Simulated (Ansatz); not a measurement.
`[CH3][SnH2]/[CH]=C\F` and `F/C=C\I` differ in one atom or group.

Ansatz, PBE0-D4/def2-TZVP geometries, multiplicity 1. Each molecule was computed in one conformer, which needn't be the lowest.

Elements past krypton have def2 core potentials.

```csv
property,`[CH3][SnH2]/[CH]=C\F`
HOMO energy (PBE0/def2-TZVPP) / eV,-7.59
LUMO energy (PBE/def2-TZVPP) / eV,-1.17
HOMO–LUMO gap (PBE/def2-TZVPP) / eV,5.21
size of the dipole moment (B3LYP/def2-TZVPP) / D,1.05
HOMO energy (ωB97M-V/def2-TZVPP) / eV,-9.81
size of the dipole moment (ωB97M-V/def2-TZVPP) / D,1.05
```

Give the same properties after the change, and the shifts. (Estimate.)

Computed: 
```
                                          property  `F/C=C\I`  shift
                HOMO energy (PBE0/def2-TZVPP) / eV      -7.07   0.52
                 LUMO energy (PBE/def2-TZVPP) / eV      -1.68  -0.51
               HOMO–LUMO gap (PBE/def2-TZVPP) / eV       4.27  -0.94
  size of the dipole moment (B3LYP/def2-TZVPP) / D       1.77   0.72
             HOMO energy (ωB97M-V/def2-TZVPP) / eV      -9.17   0.64
size of the dipole moment (ωB97M-V/def2-TZVPP) / D       1.81   0.76
```

With PBE0 the HOMO rises by 0.52 eV and the LUMO falls by 0.50 eV, so the gap narrows by about 1.02 eV. PBE moves the HOMO by 0.42 eV and ωB97M-V by 0.64 eV. Dipoles are sizes alone; their direction can turn.

B3LYP here is the variant with VWN-RPA as its local correlation; programs differ in this.

Spin–orbit coupling is left out; it splits and shifts lone-pair levels of the heavy atoms by tenths of an eV.
